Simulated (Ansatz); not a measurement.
Reaction (hydrogenolysis of a Ga–C bond): `B[C](=C)[GaH][CH3]` + H₂ → `[CH3][GaH2]` + `BC=C`

Gas-phase electronic energies from Ansatz, PBE0-D4/def2-TZVP geometries. CBS: MP2 limit from def2 TZ/QZ plus the TZ coupled-cluster correction, frozen cores. This one scheme is used for every species. Functionals use def2-TZVPP. B3LYP here is the variant with VWN-RPA as its local correlation; programs differ in this. For Ga outer-core shells are correlated without core-valence functions, which leaves a few kJ/mol of doubt a bond. Scalar relativity is left out up to krypton. One conformer a species, not always the lowest.

```tsv
level	ΔE (kJ/mol)
r2SCAN-D4	-10.0
B3LYP-D4	-19.8
r2SCANh-D4	-13.9
PBE-QIDH	-23.4
```

(1) What does CCSD(T)/CBS give? (An estimate is asked.)

Largest T1 diagnostic among the species: 0.013.

Answers

(1) Ansatz gave: -17.8 kJ/mol. The listed levels differ from it by 7.8, -2.0, 3.9, -5.6 kJ/mol.

From PBE to PBE0 (25 % exact exchange), in def2-TZVPP and without D4, ΔE moves by −11.7 kJ/mol. The D4 term adds +14.8 kJ/mol with B3LYP and +8.2 kJ/mol with PBE0; it sums over pairs of atoms, weighted by their polarisabilities, and B3LYP, whose exchange is more repulsive, gets the larger term. At CCSD(T), def2-SVP lies −19.0 kJ/mol from the extrapolated value and def2-TZVPP −2.9 kJ/mol.

CCSD(T)/CBS has its own doubt, a few kJ/mol and more with outer-core shells, so smaller differences from it don't rank the levels.
